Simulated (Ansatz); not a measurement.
C2HO, doublet, geometry from GFN2-xTB; Ansatz (a first-principles code) with MP2/6-311G**.

Input for Ansatz:
Ansatz 0.2 input:
```yaml
crystal:
  periodic: [false, false, false]
  atoms:
    - {symbol: C, position_ang: [0.02096193, -0.29118014, -1.19660672]}
    - {symbol: C, position_ang: [0.00440730, 0.00402097, 0.01711055]}
    - {symbol: H, position_ang: [0.10767277, -0.53985429, -2.20994473]}
    - {symbol: O, position_ang: [-0.03248602, 0.28285117, 1.16086522]}
basis:
  gaussian:
    orbitals: 6-311G__.json
magnetization: {spin_polarized: true, initial_magnetization: 1}
correlation: {method: mp2}
```
The basis file holds 6-311G** in the JSON format of the Basis Set Exchange.

Task: What does Ansatz print? Leave out banner, timings and long lists.

Result: 
```
Functional definition: HF
488 factors; integrals over basis functions are off by at most 9.7e-4 eV
mean field evaluation 1: about -4110.5374 eV, gradient 1.8e1 eV
mean field evaluation 2: about -4110.5568 eV, gradient 1.8e1 eV
mean field evaluation 4: about -4112.1464 eV, gradient 3.0e0 eV
mean field evaluation 8: about -4112.2627 eV, gradient 3.1e-1 eV
mean field evaluation 16: about -4112.2698 eV, gradient 3.7e-6 eV
mean field evaluation 32: about -4112.2686 eV, gradient 7.2e-3 eV
mean field evaluation 64: about -4112.2697 eV, gradient 4.4e-2 eV
mean field evaluation 96: about -4112.2686 eV, gradient 6.6e-5 eV
mean field -4112.26982974 eV, -151.1231288464 hartree, gradient 3.7e-6 eV, S^2 0.830720; 6 other end points of the search recorded, 0 dependent functions left out
3 core orbitals not correlated
reference -4112.26982974 eV, -151.1231288464 hartree; 8, 7 occupied and 49, 50 virtual orbitals, 488 factors
second order -11.53215834 eV of doubles, -0.00000000 eV of singles
Total energy: -4123.80198809 eV, -151.5469278487 hartree
```
